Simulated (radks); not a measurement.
Values are calculated unless marked as measured or tabulated.
Charge is removed step by step from the 1s level of the carbon ion C2+, starting from [He] 2s2. Level of theory: scalar-relativistic Kohn-Sham, PBEsol, spin-unpolarised, spherical densities, point nucleus (a radial shooting solver on a logarithmic mesh with Libxc functionals).

| removed (e) | E - E(0) (eV) | eigenvalue (eV) | E minus straight line (eV) |
|---|---|---|---|
| 0 | 0.000 | -307.11 | 0.000 |
| 0.1 | 31.080 | -314.51 | -3.396 |
| 0.2 | 62.903 | -321.97 | -6.048 |
| 0.3 | 95.475 | -329.47 | -7.953 |
| 0.4 | 128.80 | -337.02 | -9.105 |
| 0.5 | 162.88 | -344.62 | -9.500 |
| 0.6 | 197.72 | -352.25 | -9.134 |
| 0.7 | 233.33 | -359.91 | -8.003 |
| 0.8 | 269.70 | -367.59 | -6.105 |
| 0.9 | 306.85 | -375.29 | -3.438 |
| 1 | 344.76 | -383.00 | 0.000 |

Removing the whole electron costs 344.76 eV by Delta-SCF, against 307.11 eV from minus the eigenvalue at the starting occupation. Slater's transition state (half an electron removed) gives 344.62 eV. Integrating minus the eigenvalue over the occupation (Janak's theorem) gives 344.77 eV. In this scalar-relativistic scheme the density is built from large components alone, so the theorem holds only approximately. The mean slope of the eigenvalue, de/dn, is 75.9 eV per electron.
